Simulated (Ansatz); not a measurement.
`F[SiH](F)[AlH2]` + `[SiH3]S` → `[AlH2][S][SiH3]` + `F[SiH2]F` at 400 K and 1 bar (cleavage of the Al–Si bond).

Calculated with Ansatz (gas phase, PBE0-D4/def2-TZVP geometries, no zero-point term in ΔE). CCSD(T)/CBS is the MP2 limit (def2-TZVPP, def2-QZVPP) plus CCSD(T) − MP2 in def2-TZVPP, frozen cores. This one scheme is used for every species.

| species | CCSD(T)/CBS energy (Eh) | H − E (kJ/mol) | S (J/(mol·K)) |
| --- | --- | --- | --- |
| `F[SiH](F)[AlH2]` | -732.58614 | 103.3 | 372.4 |
| `[SiH3]S` | -689.27336 | 109.8 | 293.0 |
| `[AlH2][S][SiH3]` | -931.92152 | 136.5 | 361.1 |
| `F[SiH2]F` | -489.99391 | 78.4 | 280.0 |

H − E and S are ideal-gas, rigid-rotor, harmonic terms from PBE0-D4/def2-TZVP. 1 Eh = 2625.50 kJ/mol, R = 8.31446 J/(mol·K).

Question: By hand: ΔE, ΔH, ΔS and ΔG.

Answer: ΔE = (-931.92152) + (-489.99391) − (-732.58614) − (-689.27336) = -0.05593 Eh = -146.8 kJ/mol. Δ(H − E) = 136.5 + 78.4 − 103.3 − 109.8 = 1.8, so ΔH = -145.0 kJ/mol. ΔS = 361.1 + 280.0 − 372.4 − 293.0 = -24.3 J/(mol·K). ΔG = -145.0 − 400 × (-24.3)/1000 = -135.3 kJ/mol.

Question: By hand: the equilibrium constant, and the temperature at which ΔG would vanish if ΔH and ΔS stayed fixed.

Answer: log₁₀ K = −ΔG/(RT ln 10) = 17.7. ΔG = 0 at ΔH/ΔS = 5967 K, far beyond where these terms or the molecules hold.

ΔH outweighs TΔS. A doubt of 5 kJ/mol in ΔE shifts log₁₀ K by 0.7 here. Modes under 60 cm⁻¹, often nearly free rotors, make the harmonic entropy too high. These are equilibria of isolated gas molecules and say nothing of rates. Largest T1 diagnostic: 0.012 (customary marks: 0.02 for closed shells, 0.045 for open ones).
